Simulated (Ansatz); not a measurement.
`C[SiH2]O[SiH2]Cl` → `[SiH3]O[SiH2]CCl`  (isomerisation)

Gas-phase electronic energies from Ansatz, PBE0-D4/def2-TZVP geometries. CCSD(T)/CBS is the MP2 limit (def2-TZVPP, def2-QZVPP) plus CCSD(T) − MP2 in def2-TZVPP, frozen cores. Functionals use def2-TZVPP. HSE06 is defined as in plane-wave codes. One conformer a species, not always the lowest.

```csv
level,ΔE (kJ/mol),difference from CCSD(T)/CBS
B97M-V,193.8,7.5
r2SCAN0-D4,192.5,6.2
HSE06-D4,186.0,-0.3
r2SCAN0,192.8,6.5
HSE06,187.0,0.7
LC-ωPBE,188.9,2.6
RPA@PBE/def2-TZVPP,174.0,-12.3
CCSD/def2-SVP,180.2,-6.1
CCSD/def2-TZVPP,185.9,-0.4
SCS-MP2/def2-QZVPP,187.0,0.7
CCSD(T)/CBS,186.3,0
```

Largest T1 diagnostic among the species: 0.011.

Leaving LDA and LC-ωPBE aside and taking each functional with its dispersion term where it has one, the values, not all of them listed here, spread over 16.0 kJ/mol, from BLYP-D4 to B97M-V. From BLYP to BHLYP (50 % exact exchange), in def2-TZVPP and without D4, ΔE moves by +8.4 kJ/mol. At CCSD(T), def2-SVP lies −7.9 kJ/mol from the extrapolated value and def2-TZVPP −1.8 kJ/mol.

CCSD(T)/CBS has its own doubt, a few kJ/mol and more with outer-core shells, so smaller differences from it don't rank the levels.
